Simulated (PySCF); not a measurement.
Compound: [In(CCH)4]-, C8H4In (charge -1).
Structure used (PBE0-D3(BJ)/def2-SVP), in Å, numbered top down from 1:
```xyz
13
C8H4In angstrom
In    -0.0110   -0.0040    0.0025
C      0.0066   -0.0110    2.1647
C      0.0273   -0.0154    3.3877
H      0.0460   -0.0203    4.4623
C      2.0241   -0.0080   -0.7255
C      3.1768   -0.0114   -1.1344
H      4.1905   -0.0163   -1.4919
C     -1.0235    1.7703   -0.7063
C     -1.5882    2.7779   -1.1090
H     -2.0841    3.6635   -1.4621
C     -1.0324   -1.7657   -0.7242
C     -1.6020   -2.7656   -1.1389
H     -2.0993   -3.6462   -1.5026
```

Method used: PBE0-D3(BJ)/def2-SVP geometry optimisation, gas phase, def2 core potentials past Kr (PySCF).

Which atoms are bound to In1, and at what distances?

4 atoms: C5 2.161 Å, C11 2.162 Å, C2 2.162 Å, C8 2.162 Å. The nearest atom not counted as bound is C6, at 3.38 Å (others tie with it).

List the angles at In1.

```tsv
angle	degrees	distance of the outer atoms (Å)
C2–In1–C11	109.7	3.54
C8–In1–C11	109.7	3.54
C2–In1–C8	109.5	3.53
C5–In1–C8	109.4	3.53
C5–In1–C11	109.3	3.53
C2–In1–C5	109.2	3.52
```

What is the shape at In1?

Tetrahedral: angles from 109.2° to 109.7°; τ4 = (360° − α − β)/141° = 1.00 with α and β the two widest (0 for a square, 1 for a tetrahedron).

What are the other bond lengths?

C2–C3 and 3 like bonds 1.223 Å. (A selection.)

Give some angles away from the centre.

In1–C2–C3 179.5°.

Charge -1, singlet. The geometry's basis has no diffuse functions, a weakness for an anion. Not checked by PBE0-D3(BJ)/def2-SVP frequencies.
